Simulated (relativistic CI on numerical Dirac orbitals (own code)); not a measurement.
Mn⁶⁺ in a cubic cluster: 3p photoemission with charge transfer

Computed with a charge-transfer multiplet model of a cubic metal-ligand cluster with up to 2 ligand holes, Slater and spin-orbit integrals from Dirac-Coulomb-Breit ions, Slater integrals scaled by 0.7. The parameters are those of a tetrahedral site (10Dq negative, t2 hopping the larger). The ground state mixes d1 with configurations of k ligand holes L, whose averages lie at kΔ + k(k − 1)U_dd/2; a core hole lowers each added d electron by U_cd. 20 K, Lorentzian 0.9 eV and Gaussian 0.8 eV FWHM.

Atomic integrals in eV (Slater integrals scaled, ζ unscaled), ground: F2dd 9.285, F4dd 5.869, zeta_d 0.064; with the core hole: F2dd 9.285, F4dd 5.869, zeta_d 0.069, zeta_core 0.994, F2cd 10.326, G1cd 12.392, G3cd 7.807. Where a configuration has fewer than two d electrons, the dd integrals are those of d2.

Cluster parameters (eV): Δ = -1.2, U_dd = 5.8, 10Dq = -0.2, 10Dq(ligand) = 0, V(eg) = 1.4, V(t2g) = -2.38, final-state hopping factor = 0.8.

| Case | n_d | d1 | d2L | d3L2 | S |
| --- | --- | --- | --- | --- | --- |
| U_cd = 5.6 eV | 2.02 | 0.20 | 0.57 | 0.22 | 0.50 |
| U_cd = 7.4 eV | 2.02 | 0.20 | 0.57 | 0.22 | 0.50 |
| U_cd = 8.6 eV | 2.02 | 0.20 | 0.57 | 0.22 | 0.50 |

Weights, n_d and S are thermal averages at 20 K. Binding energies count from the first peak over 30 % of the highest in each spectrum, which can be another peak from case to case. The parameters are a model scan and need not match a compound or its usual spin state. Peaks in eV (height, largest 100):
- U_cd = 5.6 eV: 0.0 (100), 1.9 (82), 3.0 (77), 13.6 (26), 17.5 (10), 19.4 (8)
- U_cd = 7.4 eV: 0.0 (100), 1.7 (82), 2.9 (80), 6.0 (41), 10.8 (14), 13.7 (33), 16.9 (15), 19.5 (10), 22.5 (7)
- U_cd = 8.6 eV: 0.0 (100), 1.5 (82), 2.9 (81), 6.0 (47), 13.6 (38), 16.7 (22), 19.7 (11), 22.3 (7), 24.3 (7), 25.6 (6)

For the case U_cd = 7.4 eV, Δ = -1.2 eV is smaller than U_dd = 5.8 eV, the charge-transfer side of the Zaanen-Sawatzky-Allen scheme (negative Δ: between configuration averages a ligand hole costs less than the nominal valence; multiplet and field energies can change this for the lowest states). With the core hole the configuration with one ligand hole lies at Δ − U_cd = -6.8, -8.6, -9.8 eV from the one without, in the order of the table; where this is negative the screened configuration lies lower.

With at most 2 ligand holes the space is cut while the next configuration still counts, so covalency is underestimated, and a final configuration with one more ligand hole, which can lie low, is missing from the spectra.
